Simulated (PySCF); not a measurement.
CH6OSiTe, SMILES O([Te]C)[SiH3].

The structure is a stationary point at PBE-D3(BJ)/def2-SVP. This is a generated structure with no PubChem entry under its InChIKey; it may be hypothetical. The def2 effective core potentials stand for the cores of Te; spin–orbit coupling is left out. Other conformers were not sampled.

Two levels are set side by side: PBE/def2-TZVP (PySCF) and HF/def2-TZVP (PySCF). Same geometry, gas phase. Differences are taken from unrounded values.

```
quantity                        HF
---------------------------  -----
orbital gap (eV)              9.93
highest occupied level (eV)  -8.57
lowest empty level (eV)       1.36
dipole moment (D)             2.40
mean polarisability (bohr³)   75.4
```

### Question
What does PBE give, and how far is it from HF? (An estimate is asked for; the answer gives what the named calculation found.)

### Answer

```json
[
 {"quantity": "orbital gap (eV)", "PBE": "2.21", "PBE minus HF": "-7.71"},
 {"quantity": "highest occupied level (eV)", "PBE": "-5.08", "PBE minus HF": "3.48"},
 {"quantity": "lowest empty level (eV)", "PBE": "-2.87", "PBE minus HF": "-4.23"},
 {"quantity": "dipole moment (D)", "PBE": "1.97", "PBE minus HF": "-0.43"},
 {"quantity": "mean polarisability (bohr³)", "PBE": "82.5", "PBE minus HF": "7.2"}
]
```

Without exact exchange PBE keeps part of each electron's self-repulsion, which lifts occupied levels and narrows the gap. Loosely held outer electrons make PBE densities more polarisable. Differences between two approximate levels are no errors against the true value.

Rough cost on one machine, each run with all the roots and properties that it gave: HF against PBE about 1/3.
